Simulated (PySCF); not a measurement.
# The first ionisation energy along the 3d series

Calculated with PySCF 2.14 from differences of total energies of unrestricted determinants, without spin-orbit coupling. Values in eV. The last column holds reference values (NIST; (s) semi-empirical, (t) theoretical, else measured). Unmarked ones compare directly (S terms, centres of terms, or small fine structure); those marked * lie between the lowest fine-structure levels and include a spin-orbit shift.

| element | configurations | SCS-MP2 (valence) | CCSD (valence) | PBE | PBE0 | CCSD (valence and next inner shell) | CCSD(T) (valence and next inner shell) | reference |
| --- | --- | --- | --- | --- | --- | --- | --- | --- |
| Sc (ANO-RCC-VTZP, spin-free X2C) | [Ar] 3d1 4s2 → [Ar] 3d1 4s1 | 6.187 | 6.338 | 6.540 | 6.385 | 6.403 | 6.498 | 6.562 |
| Ti (ANO-RCC-VTZP, spin-free X2C) | [Ar] 3d2 4s2 → [Ar] 3d2 4s1 | 6.486 | 6.602 | 6.691 | 6.572 | 6.652 | 6.759 | 6.828 |
| V (ANO-RCC-VTZP, spin-free X2C) | [Ar] 3d3 4s2 → [Ar] 3d4 | 7.018 | 6.749 | 6.414 | 6.374 | 6.684 | 6.768 | 6.732 |
| Cr (ANO-RCC-VTZP, spin-free X2C) | [Ar] 3d5 4s1 → [Ar] 3d5 | 6.180 | 6.507 | 7.381 | 7.060 | 6.661 | 6.721 | 6.767 |
| Mn (ANO-RCC-VTZP, spin-free X2C) | [Ar] 3d5 4s2 → [Ar] 3d5 4s1 | 7.171 | 7.202 | 7.274 | 7.117 | 7.208 | 7.324 | 7.434 |
| Fe (ANO-RCC-VTZP, spin-free X2C) | [Ar] 3d6 4s2 → [Ar] 3d6 4s1 | 7.597 | 7.644 | 7.894 | 7.680 | 7.655 | 7.778 | 7.904 |
| Co (ANO-RCC-VTZP, spin-free X2C) | [Ar] 3d7 4s2 → [Ar] 3d8 | 7.182 | 7.789 | 7.960 | 7.961 | 7.797 | 7.869 | 7.869 |
| Ni (ANO-RCC-VTZP, spin-free X2C) | [Ar] 3d8 4s2 → [Ar] 3d9 | 7.081 | 7.750 | 7.666 | 7.775 | 7.611 | 7.591 | 7.640 * |
| Cu (ANO-RCC-VTZP, spin-free X2C) | [Ar] 3d10 4s1 → [Ar] 3d10 | 7.424 | 7.432 | 8.344 | 7.973 | 7.464 | 7.590 | 7.726 |
| Zn (ANO-RCC-VTZP, spin-free X2C) | [Ar] 3d10 4s2 → [Ar] 3d10 4s1 | 9.097 | 9.138 | 9.560 | 9.255 | 9.145 | 9.281 | 9.394 |

**Question.** Which of these methods has the smallest mean absolute error against the measured values here?

**Answer.** CCSD(T) (valence and next inner shell), with 0.078 eV.

| method | elements | mean error (eV) | mean absolute error (eV) | largest error (eV) |
| --- | --- | --- | --- | --- |
| SCS-MP2 (valence) | 9 | -0.320 | 0.383 | -0.687 |
| CCSD (valence) | 9 | -0.202 | 0.206 | -0.294 |
| PBE | 9 | 0.093 | 0.237 | 0.618 |
| PBE0 | 9 | -0.093 | 0.234 | -0.358 |
| CCSD (valence and next inner shell) | 9 | -0.172 | 0.172 | -0.263 |
| CCSD(T) (valence and next inner shell) | 9 | -0.070 | 0.078 | -0.136 |

Errors include the incompleteness of the basis and the frozen core.

"Valence" correlates the outer s and p shells and, in groups 3 to 12 and the f block, the outer d or f shell, open or full, or the next shell where the ion has no valence electron left; the wider scheme adds the next inner shell.
